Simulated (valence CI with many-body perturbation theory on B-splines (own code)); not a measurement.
Results of a calculation; reference values are marked as such.
# La18+ in three bases

Level of theory: valence CI with perturbative core correlation (CI+MBPT): three valence electrons over a frozen Dirac-Fock core [Kr], a basis of 7 s, 7 p, 8 d, 6 f, 4 g, 1 h functions for each j, with the one-electron correlation potential Σ1 (screened to all orders), the two-electron term Σ2, the three-electron term Σ3, Breit, model QED; selected single and double excitations, second order for the rest, scaled by the run's own slope (own B-spline code, finite nucleus).

No measured spectrum was set against this ion. As an estimate, terms of the open shell hold to 2 to 4 % of their energy, and close levels can change places. Only levels of the ground parity were solved; by the run's estimate the other parity begins above the list, which can be wrong where configurations are misplaced.

The reference run has the lowest level 4d3 4F_3/2 and an ionisation energy of 499.087 eV. Its largest variational space holds 5544 state functions.

Names give the largest LS component (configuration and term), which can be under half, so a name can repeat, a term be missing and a line seem to break the LS rules; names also repeat where a configuration has a term twice. Letters in brackets count levels of one name in rising energy.

Changed runs:
A. basis 6 s, 6 p, 5 d, 5 f, 1 g
B. basis 5 s, 5 p, 4 d, 4 f

Excitation energies of the reference run in cm⁻¹, and shifts in cm⁻¹:

```
                 Level  Reference       A       B
            4d3 4F_5/2      18243     -62    -172
            4d3 4F_7/2      31023     -30     -30
            4d3 4P_3/2      36073     +66    +472
            4d3 4F_9/2      37786     +50    +287
            4d3 4P_1/2      42055     +26    +410
            4d3 2G_7/2      58861    +116    +499
            4d3 2H_9/2      61540     +39    +385
            4d3 4P_5/2      62477    -7.8    +254
        4d3 2D_3/2 [a]      71720    +109    +478
            4d3 2P_1/2      76056    +143    +838
           4d3 2H_11/2      80264    +127    +840
        4d3 2D_5/2 [a]      87176    +206    +790
Ionisation energy (eV)    499.087  -0.030  -0.067
```
